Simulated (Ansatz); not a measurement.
Reactions of `N[SiH2]N[SiH2]O`.

Calculated with Ansatz (gas phase, PBE0-D4/def2-TZVP geometries, no zero-point term in ΔE). CCSD(T)/CBS adds triple-zeta CCSD(T) − MP2 to the extrapolated MP2 energy (def2 sets, frozen cores). This one scheme is used for every species. Functionals use def2-TZVPP. Each species was taken in one conformer, which may not be the lowest.

| reaction | r2SCAN-D4 (kJ/mol) | CCSD(T)/CBS(def2) (kJ/mol) |
| --- | --- | --- |
| `N[SiH2]N[SiH2]O` + `CBN` → `CB(N)[SiH2]O` + `N[SiH2]N` | 101 | 105 |
| `N[SiH2]N[SiH2]O` + `CO[SiH2]N` → `CO[SiH2]N[SiH2]O` + `N[SiH2]N` | 1 | 3 |
| `N[SiH2]N[SiH2]O` → `N[SiH2][SiH](N)O` | 84 | 92 |
| `N[SiH2]N[SiH2]O` + `OC=S` → `O[SiH2]OC=S` + `N[SiH2]N` | -25 | -26 |
| `N[SiH2]N[SiH2]O` + `C[Si](O)(F)F` → `O[SiH2]C[Si](O)(F)F` + `N[SiH2]N` | 58 | 61 |
| `N[SiH2]N[SiH2]O` + `CC(O)=S` → `CC(=S)O[SiH2]O` + `N[SiH2]N` | 3 | 1 |

Largest T1 diagnostic: 0.018, for `OC=S`.
